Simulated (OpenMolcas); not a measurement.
An OpenMolcas run meant for Pb III (ANO-R3, X2C; inactive shells 1s 2s 2p 3s 3p 3d 4s 4p 4d 4f 5s 5p 5d; intended active space 2 electrons in 9 orbitals (RAS2 6s 6p; RAS3 6d, at most 2 electrons)). One step of its input:

```
&CASPT2
Multistate=3 1 2 3
Frozen=15 19
IPEA=0.25
Imaginary=0.1
MaxIter=60
WThr=0.0 0.3 0.05
PrWF=0.5
NoMix
Deleted=25 25
```

The run finished. Its levels beside those of a sound run (SS-RASPT2, IPEA 0.25 Eh, imaginary shift 0.1 Eh (closed shells correlated: 5d)), in cm⁻¹ above each run's lowest level:

```csv
Level,This run,Usual run
6s² ¹S₀,0.0,0.0
6s 6p ³P°₀,54951,63018
6s 6p ³P°₁,58841,66599
6s 6p ³P°₂,70327,78394
6s 6p ¹P°₁,92725,94240
```

**Question.** Which setting is unsound, and how much does it matter here?

**Answer.** Nearly half of the orbitals are deleted from the virtual space, which removes much of the correlation energy. Against the sound run the excited levels shown move by 6400 cm-1 on average and by 8100 cm-1 at most.

CASPT2 breaks the degeneracy within a term, and the mean is taken; among the terms shown or strongly mixed into the levels shown the widest spread is 12 cm-1 (6s 6p ³P°, this run). The run also gave levels led by 6s 6d, which use shells meant for correlation; these and all levels above them are left out. Spin-orbit splittings of 6p shells tend to come out small when the coupling is added on scalar orbitals. Levels of configurations outside the active space are missing.

° marks odd parity.
